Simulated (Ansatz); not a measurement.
Consider the formal exchange of groups at the Se–C bond: `[SeH]C1=NC1` + `O[SiH](O)O` → `O[Si](O)(O)[SeH]` + `C1=NC1`.

Isolated molecules relaxed with PBE0-D4/def2-TZVP in Ansatz; ΔE leaves out vibrations. CBS: MP2 limit from def2 TZ/QZ plus the TZ coupled-cluster correction, frozen cores. DFT in def2-TZVPP. B3LYP here is the variant with VWN-RPA as its local correlation; programs differ in this. For Se outer-core shells are correlated without core-valence functions, which leaves a few kJ/mol of doubt a bond. Scalar relativity is left out up to krypton. Each species was taken in one conformer, which may not be the lowest.

| level | ΔE (eV) |
| --- | --- |
| B3LYP-D4 | -0.80 |
| r2SCAN0-D4 | -0.88 |
| CCSD(T)/def2-SVP | -0.82 |
| HF/CBS(def2) | -0.88 |

**Question.** What does CCSD(T)/CBS give? (Estimate.)

**Answer.** Computed: -0.89 eV. The listed levels differ from it by 0.09, 0.01, 0.07, 0.01 eV.

Largest T1 diagnostic among the species: 0.012.

At CCSD(T), def2-SVP lies +0.07 eV from the extrapolated value and def2-TZVPP +0.07 eV. In def2-TZVPP, CCSD(T) changes the Hartree–Fock value by +0.07 eV (the triples alone add +0.02 eV) and MP2 by +0.09 eV. Leaving LDA and LC-ωPBE aside and taking each functional with its dispersion term where it has one, the values, not all of them listed here, spread over 0.15 eV, from ωB97M-V to BLYP-D4.
